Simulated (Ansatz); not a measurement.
Ansatz results at the PBE0-D4/def2-TZVP geometry: size of the dipole moment (ωB97M-V/def2-TZVPP) 3.43 D; HOMO energy (ωB97M-V/def2-TZVPP) -8.84 eV; LUMO energy (PBE/def2-TZVPP) -2.62 eV.

Q: Which molecule gave them?
A. `ClB1C[SiH]1[GeH3]`
B. `CBCO`
C. `C[Si@H]1B[C@@H]1Br`
D. `Cl[CH2][ZnH]`

A: C. The others give `CBCO`: 1.90, -10.25, -2.00; `Cl[CH2][ZnH]`: 1.95, -9.47, -1.46; `ClB1C[SiH]1[GeH3]`: 1.16, -8.79, -2.77.
